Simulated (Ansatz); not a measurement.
A CCSD(T) single point on Cl$_{2}$F$_{2}$Ti, SMILES `[F][Ti]([F])([Cl])[Cl]`.

```yaml
crystal:
  periodic: [false, false, false]
  atoms:
    - {symbol: F, position_ang: [-0.136693, -0.246711, 1.769273]}
    - {symbol: Ti, position_ang: [0.055164, -0.056385, 0.057064]}
    - {symbol: F, position_ang: [1.386132, -1.030021, -0.477026]}
    - {symbol: Cl, position_ang: [-1.758201, -0.694183, -0.949849]}
    - {symbol: Cl, position_ang: [0.453588, 2.027311, -0.399452]}
basis:
  gaussian: {orbitals: def2-TZVPP}
correlation: {method: ccsd_t}
output: {orbitals: {seedname: orbitals}}
```

```sh
$ ansatz run in.yaml --threads 4 --pin off --events-out ev --progress --plain
```

The program prints (abridged):

```
Functional definition: HF
1368 factors; integrals over basis functions are off by at most 7.0e-4 eV
mean field evaluation 1: about -53508.7958 eV, gradient 6.0e1 eV
mean field evaluation 2: about -53508.9526 eV, gradient 6.0e1 eV
mean field evaluation 4: about -53515.7181 eV, gradient 4.9e0 eV
mean field evaluation 8: about -53515.8018 eV, gradient 8.2e-1 eV
mean field evaluation 16: about -53515.8052 eV, gradient 2.1e-6 eV
mean field -53515.80524859 eV, -1966.6695685702 hartree, gradient 2.0e-6 eV, S^2 0.000000; 0 other end points of the search recorded, 0 dependent functions left out
17 core orbitals not correlated: weight in the atoms' cores, before any rotation towards them, 1.000 or more for the frozen orbitals, at most 0.000 for the correlated occupied ones
reference -53515.80524859 eV, -1966.6695685702 hartree; 20, 20 occupied and 173, 173 virtual orbitals, 1368 factors
second order -35.63692178 eV of doubles, -0.00000000 eV of singles
cycle   1  -34.44363310 eV  change     1.2e0 eV  update   2.7e-1
cycle   2  -35.78389545 eV  change    -1.3e0 eV  update   1.9e-1
cycle   3  -36.07870758 eV  change   -2.9e-1 eV  update   5.6e-2
cycle   4  -36.07541838 eV  change    3.3e-3 eV  update   2.0e-2
cycle   5  -36.05041811 eV  change    2.5e-2 eV  update   6.9e-3
cycle   6  -36.04460634 eV  change    5.8e-3 eV  update   2.7e-3
cycle   7  -36.04645217 eV  change   -1.8e-3 eV  update   1.3e-3
cycle   8  -36.04626332 eV  change    1.9e-4 eV  update   6.1e-4
cycle   9  -36.04618131 eV  change    8.2e-5 eV  update   2.4e-4
cycle  10  -36.04661138 eV  change   -4.3e-4 eV  update   1.1e-4
cycle  11  -36.04643447 eV  change    1.8e-4 eV  update   3.8e-5
cycle  12  -36.04636483 eV  change    7.0e-5 eV  update   1.8e-5
cycle  13  -36.04639398 eV  change   -2.9e-5 eV  update   8.9e-6
perturbative correction -1.82353893 eV, -0.0670138196 hartree
Total energy: -53553.67518150 eV, -1968.0612629354 hartree
```

Hardware: 4 threads of a server CPU on a shared host. Wall time 77 s, peak host memory 3.1 GiB.

The correlation energy is -37.870 eV, 4.8 % of it from (T); the T1 diagnostic reads 0.0240.
